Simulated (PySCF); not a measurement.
PySCF job for CH5FSi, SMILES [SiH2](F)C, B3LYP-D3(BJ)/def2-TZVP. Geometry optimised at B3LYP-D3(BJ)/def2-TZVP.

```python
import numpy as np
from pyscf import gto, scf, dft, df
from pyscf.hessian import thermo

mol = gto.M(
    atom='''
    Si   -0.48369364    0.15052051   -0.00000000
    C     0.35750921   -1.50654784   -0.00000000
    F     0.63025988    1.31365882    0.00000000
    H    -1.31343364    0.33732288   -1.21089740
    H    -1.31343364    0.33732288    1.21089742
    H     0.98460362   -1.62975036    0.88489537
    H    -0.38802317   -2.30607458    0.00000001
    H     0.98460362   -1.62975036   -0.88489536
    ''',
    basis='def2-TZVP',
    charge=0,
    spin=0,
    max_memory=1600,
    verbose=3,
)
mf = dft.RKS(mol, xc='b3lyp').density_fit(auxbasis='def2-universal-jkfit')
mf.disp = 'd3bj'
mf.grids.level = 3
mf.conv_tol = 1e-11
mf.max_cycle = 100
mf.kernel()

# [left out here: the lines that compute and print the analytic Hessian (its translational invariance restored by hand, since the grid's response is missing), thermochemistry and intensities]
```

Output:

```
converged SCF energy = -430.625754703301

WARN: DFTD3 does not support analytical Hessian, using finite difference


WARN: Mole.unit (angstrom) is changed to Bohr

Mode                                 0                   1                   2
Irrep
Freq [cm^-1]                      161.5846            245.4536            509.2122
Reduced mass [au]                   1.0939              3.4929              1.0789
Force const [Dyne/A]                0.0168              0.1240              0.1648
Char temp [K]                     232.4842            353.1531            732.6430
Normal mode                   x     y     z       x     y     z       x     y     z
       0  Si                 0.00 -0.00 -0.03    0.08 -0.02  0.00    0.00 -0.00 -0.05
       1   C                -0.00 -0.00  0.01   -0.07 -0.10 -0.00   -0.00 -0.00 -0.01
       2   F                -0.00  0.00  0.05   -0.06  0.12 -0.00   -0.00  0.00  0.02
       3   H                 0.05  0.02 -0.07    0.08 -0.07 -0.00   -0.34  0.33  0.24
       4   H                -0.05 -0.02 -0.07    0.08 -0.07  0.00    0.34 -0.33  0.24
       5   H                 0.40  0.25 -0.24   -0.11 -0.26  0.00   -0.20  0.30  0.18
       6   H                -0.00  0.00  0.58   -0.26  0.07 -0.00    0.00 -0.00  0.16
       7   H                -0.40 -0.25 -0.24   -0.11 -0.26 -0.00    0.20 -0.30  0.18
Mode                                 3                   4                   5
Irrep
Freq [cm^-1]                      679.7019            736.5558            769.1761
Reduced mass [au]                   2.3251              1.1544              1.6794
Force const [Dyne/A]                0.6329              0.3690              0.5854
Char temp [K]                     977.9397           1059.7399           1106.6731
Normal mode                   x     y     z       x     y     z       x     y     z
       0  Si                -0.05  0.05 -0.00    0.00 -0.00 -0.05    0.05 -0.06  0.00
       1   C                 0.03 -0.19  0.00    0.00  0.00  0.02   -0.14  0.04  0.00
       2   F                 0.02  0.05  0.00   -0.00 -0.00  0.05   -0.02  0.02 -0.00
       3   H                -0.00  0.21 -0.00   -0.39 -0.50  0.14    0.14  0.14 -0.03
       4   H                -0.00  0.21  0.00    0.39  0.50  0.14    0.14  0.14  0.03
       5   H                 0.11  0.00 -0.02    0.04 -0.07 -0.03   -0.02  0.40 -0.02
       6   H                 0.30 -0.43 -0.00   -0.00  0.00 -0.06    0.26 -0.31 -0.00
       7   H                 0.11  0.00  0.02   -0.04  0.07 -0.03   -0.02  0.40  0.02
Mode                                 6                   7                   8
Irrep
Freq [cm^-1]                      853.4400            888.4400            959.7658
Reduced mass [au]                   4.2563              1.3077              1.3773
Force const [Dyne/A]                1.8266              0.6082              0.7475
Char temp [K]                    1227.9102           1278.2673           1380.8894
Normal mode                   x     y     z       x     y     z       x     y     z
       0  Si                -0.06 -0.07  0.00   -0.00 -0.00 -0.05   -0.03 -0.08  0.00
       1   C                -0.02  0.02 -0.00    0.00  0.00  0.12    0.05  0.04 -0.00
       2   F                 0.12  0.12  0.00    0.00  0.00  0.00    0.02  0.04 -0.00
       3   H                -0.14 -0.28  0.02   -0.13  0.32  0.10    0.04  0.55  0.05
       4   H                -0.14 -0.28 -0.02    0.13 -0.32  0.10    0.04  0.55 -0.05
       5   H                -0.02  0.05  0.00    0.25 -0.38 -0.12   -0.04 -0.10  0.03
       6   H                -0.00 -0.00  0.00   -0.00  0.00 -0.18   -0.16  0.22  0.00
       7   H                -0.02  0.05 -0.00   -0.25  0.38 -0.12   -0.04 -0.10 -0.03
Mode                                 9                  10                  11
Irrep
Freq [cm^-1]                      982.5175           1297.1182           1454.8427
Reduced mass [au]                   1.0916              1.2494              1.0480
Force const [Dyne/A]                0.6208              1.2386              1.3070
Char temp [K]                    1413.6239           1866.2643           2093.1947
Normal mode                   x     y     z       x     y     z       x     y     z
       0  Si                -0.05 -0.00  0.00   -0.00  0.01 -0.00   -0.00 -0.00 -0.01
       1   C                 0.02  0.01 -0.00    0.06 -0.12  0.00   -0.00 -0.00 -0.06
       2   F                 0.01  0.01  0.00   -0.00 -0.00 -0.00    0.00 -0.00  0.00
       3   H                 0.53 -0.08 -0.40    0.01 -0.02 -0.02   -0.02  0.00  0.01
       4   H                 0.53 -0.08  0.40    0.01 -0.02  0.02    0.02 -0.00  0.01
       5   H                -0.01 -0.06  0.01   -0.10  0.47  0.17   -0.22 -0.42  0.05
       6   H                -0.02  0.04  0.00   -0.40  0.33 -0.00   -0.00  0.00  0.71
       7   H                -0.01 -0.06 -0.01   -0.10  0.47 -0.17    0.22  0.42  0.05
Mode                                12                  13                  14
Irrep
Freq [cm^-1]                     1460.0427           2237.7000           2238.1417
Reduced mass [au]                   1.0498              1.0296              1.0529
Force const [Dyne/A]                1.3185              3.0375              3.1076
Char temp [K]                    2100.6764           3219.5520           3220.1875
Normal mode                   x     y     z       x     y     z       x     y     z
       0  Si                 0.01  0.00 -0.00    0.03 -0.01  0.00   -0.00  0.00  0.04
       1   C                 0.05  0.02 -0.00   -0.00  0.00  0.00    0.00 -0.00  0.00
       2   F                -0.00  0.00  0.00    0.00  0.00 -0.00   -0.00 -0.00  0.00
       3   H                -0.02 -0.02  0.01   -0.38  0.08 -0.58   -0.39  0.09 -0.56
       4   H                -0.02 -0.02 -0.01   -0.38  0.08  0.57    0.39 -0.09 -0.56
       5   H                -0.52 -0.06  0.38    0.00 -0.01 -0.00    0.00 -0.00  0.00
       6   H                 0.28 -0.20  0.00    0.01 -0.00  0.00   -0.00  0.00  0.00
       7   H                -0.52 -0.06 -0.38    0.00 -0.01  0.00   -0.00  0.00  0.00
Mode                                15                  16                  17
Irrep
Freq [cm^-1]                     3030.6083           3099.4296           3110.3173
Reduced mass [au]                   1.0353              1.0989              1.1010
Force const [Dyne/A]                5.6022              6.2200              6.2753
Char temp [K]                    4360.3706           4459.3891           4475.0541
Normal mode                   x     y     z       x     y     z       x     y     z
       0  Si                -0.00  0.00  0.00    0.00  0.00  0.00   -0.00 -0.00  0.00
       1   C                 0.01 -0.05 -0.00    0.08  0.03  0.00   -0.00 -0.00  0.09
       2   F                -0.00 -0.00 -0.00   -0.00 -0.00 -0.00    0.00 -0.00 -0.00
       3   H                 0.00 -0.00  0.00   -0.00  0.00 -0.00   -0.00  0.00 -0.00
       4   H                 0.00 -0.00 -0.00   -0.00  0.00  0.00    0.00 -0.00 -0.00
       5   H                -0.30  0.04 -0.43   -0.24  0.06 -0.37   -0.39  0.08 -0.54
       6   H                 0.44  0.46 -0.00   -0.48 -0.53  0.00    0.00  0.00  0.02
       7   H                -0.30  0.04  0.43   -0.24  0.06  0.37    0.39 -0.08 -0.54
temperature 298.1500 [K]
pressure 101325.00 [Pa]
Rotational constants [GHz] 19.86807 6.66167 5.47948
Symmetry number 1
Zero-point energy (ZPE) 0.05630 [Eh]   147822.834 [J/mol]
                           tot       elec      trans        rot        vib
Entropy [J/mol/K]       285.954      0.000    160.640     98.781     26.533
Cv [J/mol/K]             64.515      0.000     12.472     12.472     39.571
Cp [J/mol/K]             72.829      0.000     20.786     12.472     39.571
Internal energy [J/mol]                      3718.434   3718.434 152727.234
Internal energy [Eh]   -430.56475  -430.62575
Enthalpy [J/mol]                             6197.391   3718.434 152727.234
Enthalpy [Eh]          -430.56381
Gibbs free energy [J/mol]                  -41697.511 -25733.005 144816.424
Gibbs free energy [Eh] -430.59628
mode   freq/cm-1   IR/(km/mol)
   1      161.58         0.272
   2      245.45         6.371
   3      509.21        15.161
   4      679.70         3.543
   5      736.56        43.062
   6      769.18        53.308
   7      853.44        41.002
   8      888.44        48.195
   9      959.77       245.422
  10      982.52       125.462
  11     1297.12        30.009
  12     1454.84         2.755
  13     1460.04         3.436
  14     2237.70       100.075
  15     2238.14       161.215
  16     3030.61         1.459
  17     3099.43         7.389
  18     3110.32         5.884
max |gradient| / (hartree/bohr): 0.00020867972006524953
APT charges: [ 1.5044 -0.3263 -0.6643 -0.2841 -0.2841  0.0165  0.0215  0.0165]
```

Self-consistency was reached.
